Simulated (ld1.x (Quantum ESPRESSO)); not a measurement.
**Which change was made? (Ga, ultrasoft)**

ld1.x (Quantum ESPRESSO) 7.5 input, shortened:

```
&input
   title='Ga', zed=31., rel=1, dft='PBE', iswitch=3,
   config='[Ar] 3d10 4s1 4p0 4d-2'
 /
 &inputp
   pseudotype=3, tm=.true., lloc=2,
   nlcc=.false.,
   which_augfun='PSQ', rmatch_augfun_nc=.true.
 /
5
4S  1  0   1.00   0.00  1.90  2.00  0.0
4S  1  0   0.00   0.15  1.90  2.00  0.0
4P  2  1   0.00   0.00  1.95  2.50  0.0
4P  2  1   0.00   0.75  1.95  2.50  0.0
4D  3  2  -2.00   0.40  2.35  2.35  0.0
 &test
   configts(1)='4s1 4p0'
 /
```

Cutoffs, loose and tight: the cutoffs (Ry, on a coarse ladder) from which the occupation-weighted sum of valence levels, in a spherical-Bessel basis at the reference potential, stays within 10 and 1 mRy of its value at 400 Ry. They do not see the model core or the augmentation charge, which bear on the density cutoff. Test errors are all-electron minus pseudo excitation energies from the reference, over the configurations 4s2 4p1; 4s2 4p0; 4s2 4p0.5; 4s0 4p3; 4s1 4p2; 4s1 4p1; 4s2 4p1.3; variants that change the core or the reference have their own tests.

The base gives: outcome: generated; cutoff, loose: 6 Ry; cutoff, tight: 8 Ry; bound ghosts: none; largest test error (meV): +319.

Task: After one change the result is: outcome: generated, overlap not positive; bound ghosts: not determined (overlap not positive); largest test error (meV): +338. Which change was it?
A. type TM; waves now 4s (bound): rc 2.00 bohr; 4p (bound): rc 2.50 bohr; 4d channel at 0.4 Ry: rc 2.35 bohr; local potential all-electron potential smoothed inside 1.85 bohr (lloc = -1)
B. all radii scaled by about 0.77 (s 1.54, p 1.92, d 1.80 bohr, rcut 1.46/1.50/1.80)
C. reference 4s1 4p2; added wave 4d channel at 2.4 Ry: rc 2.35 bohr; local potential all-electron potential smoothed inside 2.10 bohr (lloc = -2)

Result: B. The others give: reference 4s1 4p2; added wave 4d channel at 2.4 Ry: rc 2.35 bohr; local potential all-electron potential smoothed inside 2.10 bohr (lloc = -2) → outcome: generated; cutoff, loose: 6 Ry; cutoff, tight: 10 Ry; bound ghosts: d; largest test error (meV): +47 over the solved tests; 1 of 7 tests not solved or not reliable | type TM; waves now 4s (bound): rc 2.00 bohr; 4p (bound): rc 2.50 bohr; 4d channel at 0.4 Ry: rc 2.35 bohr; local potential all-electron potential smoothed inside 1.85 bohr (lloc = -1) → outcome: generated; cutoff, loose: 12 Ry; cutoff, tight: 35 Ry; bound ghosts: none; largest test error (meV): +325. A file whose overlap is not positive is unfit for use, and its test errors describe a broken file.
